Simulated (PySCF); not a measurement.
**Frontier levels across methods**

Compound: C2H6N2SSi.
Geometry (PBE0-D3(BJ)/def2-SVP, Å), atoms numbered from 1 in this order:
```
atom  x, y, z in Å
N1    -1.930   -2.261    0.543
C2    -1.695   -1.143    0.342
C3    -1.296    0.223    0.084
Si4    0.463    0.276   -0.648
N5     1.414   -0.720    0.379
S6     1.234    2.270   -0.665
H7    -1.310    0.797    1.024
H8    -1.998    0.705   -0.615
H9     0.366   -0.075   -2.097
H10    2.413   -0.799    0.228
H11    1.020   -1.595    0.714
H12    1.389    2.317    0.678
```

Basis pcSseg-1 throughout (PySCF), one geometry. Isolated species at its PBE0-D3(BJ)/def2-SVP geometry (one conformer only).

Q: How do the orbital energies, the gap and the dipole change with the method?

A: 
| method | kind | HOMO (eV) | LUMO (eV) | gap (eV) | μ (D) | SCF cycles |
| --- | --- | --- | --- | --- | --- | --- |
| BLYP | GGA | -6.33 | -0.60 | 5.74 | 2.48 | 15 |
| B97-D | GGA | -6.50 | -0.65 | 5.85 | 2.46 | 16 |
| OPBE | GGA | -6.50 | -0.64 | 5.86 | 2.40 | 15 |
| PBE | GGA | -6.50 | -0.74 | 5.77 | 2.47 | 15 |
| KT3 | GGA | -6.59 | -0.74 | 5.84 | 2.45 | 16 |
| KT2 | GGA | -6.60 | -0.78 | 5.81 | 2.51 | 16 |
| BP86 | GGA | -6.62 | -0.83 | 5.79 | 2.49 | 15 |
| LDA | LDA | -6.63 | -0.96 | 5.67 | 2.55 | 15 |
| B3LYP | global hybrid | -7.54 | 0.00 | 7.54 | 2.46 | 14 |
| B97-2 | global hybrid | -7.56 | 0.18 | 7.74 | 2.43 | 13 |
| PBE0 | global hybrid | -7.81 | 0.23 | 8.04 | 2.44 | 14 |
| mPW1PW91 | global hybrid | -7.84 | 0.21 | 8.05 | 2.44 | 14 |
| BHandHLYP | global hybrid | -8.91 | 1.19 | 10.10 | 2.44 | 13 |
| CAM-B3LYP | range-separated hybrid | -9.11 | 1.32 | 10.43 | 2.41 | 14 |
| wB97X-D | range-separated hybrid | -9.69 | 2.00 | 11.69 | 2.38 | 14 |
| LC-wPBE | range-separated hybrid | -10.53 | 2.52 | 13.05 | 2.31 | 14 |
| HF | Hartree–Fock | -10.68 | 3.47 | 14.15 | 2.41 | 12 |

The HOMO spans 4.35 eV, from BLYP down to HF, and the gap runs from 5.67 eV (LDA) to 14.15 eV (HF). Over the methods BLYP (0 %), B97-D (0 %), OPBE (0 %), PBE (0 %), KT3 (0 %), KT2 (0 %), BP86 (0 %), LDA (0 %), B3LYP (20 %), B97-2 (21 %), PBE0 (25 %), mPW1PW91 (25 %), BHandHLYP (50 %), HF (100 %), a straight line through the gap against the share of exact exchange rises by 0.84 eV for each 10 % (correlation coefficient 0.999). The dipole ranges from 2.31 D (LC-wPBE) to 2.55 D (LDA). This basis has no diffuse functions.
